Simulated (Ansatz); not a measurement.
`[AlH2][NH][SiH2]Cl` + `CO[SiH2]S` → `CO[SiH2]S[SiH2]Cl` + `[NH2][AlH2]`  (ligand exchange at the Si–N bond)

Calculated with Ansatz (gas phase, PBE0-D4/def2-TZVP geometries, no zero-point term in ΔE). CCSD(T)/CBS is the MP2 limit (def2-TZVPP, def2-QZVPP) plus CCSD(T) − MP2 in def2-TZVPP, frozen cores. This one scheme is used for every species. Each species was taken in one conformer, which may not be the lowest.

```csv
species,HF/CBS(def2) energy (Eh)
`[AlH2][NH][SiH2]Cl`,-1047.91996
`CO[SiH2]S`,-802.85551
`CO[SiH2]S[SiH2]Cl`,-1552.00098
`[NH2][AlH2]`,-298.76659
```

(1) Work out ΔE.

Largest T1 diagnostic among the species: 0.011.

## Answers

(1) ΔE = (-1552.00098) + (-298.76659) − (-1047.91996) − (-802.85551) = 0.00790 Eh = +0.21 eV. CCSD(T)/CBS gives -0.01 eV.

The D4 term adds −0.13 eV with B3LYP and −0.07 eV with PBE0; it sums over pairs of atoms, weighted by their polarisabilities, and B3LYP, whose exchange is more repulsive, gets the larger term. In def2-TZVPP, CCSD(T) changes the Hartree–Fock value by −0.16 eV (the triples alone add −0.04 eV) and MP2 by −0.21 eV.

B3LYP here is the variant with VWN-RPA as its local correlation; programs differ in this.
